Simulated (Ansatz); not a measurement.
# triplet Ti: levels of theory in one basis

A single Ti atom.

Basis set: 6-31G* (spherical functions). Frozen core: 5 orbitals. Correlation on ROHF uses semicanonical orbitals with singles. Charge 0, multiplicity 3.

Computed with Ansatz (development build ahead of 0.2.0); each method stands on the lowest determinant of its kind that the runs found.

| method | E − E(ROHF) (eV) | <S²> of the determinant |
| --- | --- | --- |
| ROHF | 0.00 | 2.00 |
| UHF | -0.11 | 2.01 |
| ROHF-MP2 | -5.33 | – |
| UHF-MP2 | -5.30 | 2.01 |

Task: Is a single determinant a sound starting point here?

Result: By this sign, yes. Unrestricted orbitals gain 0.11 eV and <S²> is 2.01 against 2.00 for a pure state.
